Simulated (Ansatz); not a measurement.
C₃H₇FSn, SMILES `C=C[CH2][SnH2][F]`. Charge 0, multiplicity 1. Sn: def2 effective core potential.

```
atom   x (Å)   y (Å)   z (Å)
  C1   1.912   0.231   0.905
  C2   0.589   0.147   0.984
  C3  -0.366   0.814   0.067
 Sn4  -1.284  -0.632  -1.232
  F5  -2.166  -1.829   0.002
  H6   2.400   0.838   0.148
  H7   2.552  -0.302   1.597
  H8   0.146  -0.477   1.758
  H9  -1.190   1.288   0.606
 H10   0.121   1.567  -0.557
 H11  -0.166  -1.614  -2.064
 H12  -2.546  -0.031  -2.214
```

Q: List the harmonic frequencies (cm⁻¹, unscaled) at PBE0-D4/def2-TZVP in Ansatz. (Best estimate.)

A: Ansatz gave: 35, 86, 122, 224, 373, 401, 502, 513, 593, 624, 689, 706, 775, 935, 952, 1026, 1061, 1135, 1216, 1329, 1428, 1461, 1710, 1939, 1959, 3068, 3126, 3151, 3161, 3244.

Q: Is this a minimum?

A: Yes, all 30 modes are real.

Q: Give the ideal-gas thermochemistry at 298.15 K and 1 bar (rigid rotor, harmonic oscillator; point group C1, symmetry number 1).

A: Zero-point energy 224.6 kJ/mol; H(298) − E = 247.0 kJ/mol; entropy 373.1 J/(mol·K), of which translation 173.7, rotation 116.5, vibration 82.9; G(298) − E = 135.8 kJ/mol. Modes under 100 cm⁻¹ are hindered rotations or soft bends, so the harmonic entropy is rough.

Q: And at 400, 500, 600, 800 and 1000 K?

A: 
```csv
T (K),H − E (kJ/mol),S (J/mol/K),G − E (kJ/mol)
400,260.2,410.9,95.8
500,275.3,444.7,53.0
600,292.3,475.6,7.0
800,330.4,530.2,-93.8
1000,372.7,577.3,-204.6
```
